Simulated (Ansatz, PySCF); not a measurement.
C3H3Cl2F, SMILES C/C(Cl)=C(\F)Cl.

The structure is a stationary point at TPSSh-D3(BJ)/def2-SVP.

Vertical ionisation energy (IE) and electron affinity (EA) in eV. Rows of orbital energies are one-electron estimates. Where ΔSCF, EOM or ADC give a negative EA the extra electron is unbound and the value depends on the basis.

```json
[
 {"level": "−ε(HOMO), −ε(LUMO), M06-2X/def2-TZVP (PySCF)", "IE": "8.34", "EA": "-0.68"},
 {"level": "−ε(HOMO), −ε(LUMO), PBE/def2-TZVP (PySCF)", "IE": "5.89", "EA": "1.16"},
 {"level": "ΔSCF, CAM-B3LYP/def2-SVPD (Ansatz), final states of multiplicity 2 and 2", "IE": "9.42", "EA": "-1.43"},
 {"level": "ΔSCF, PBE/def2-SVPD (Ansatz), final states of multiplicity 2 and 2", "IE": "9.03", "EA": "-1.18"}
]
```

**Question.** What vertical singlet–triplet gap does ΔSCF give with CAM-B3LYP/def2-SVPD (Ansatz, a quantum-chemistry and plane-wave program) and with PBE/def2-SVPD (Ansatz)? (The exact figures need the calculation; the answer reports its results.)

**Answer.** 3.91 and 3.94 eV (triplet above singlet where positive).
